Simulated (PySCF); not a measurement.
Bond stretch in CaH, doublet.

Computed with CCSD(T) on UHF/def2-SVP, 5 core orbitals frozen run with PySCF 2.14.0.

Relative to R = 2.05 Å, what are the energies at R = 1.58, 1.89, 2.19, 2.34 Å?

35.8 mEh at 1.58 Å, 2.5 mEh at 1.89 Å, 2.0 mEh at 2.19 Å, 6.7 mEh at 2.34 Å.

The scan ran from 1.58 to 7.99 Å; beyond the distances shown one of the unrestricted levels run for this scan, shown here or not, changes its spin distribution in one step.
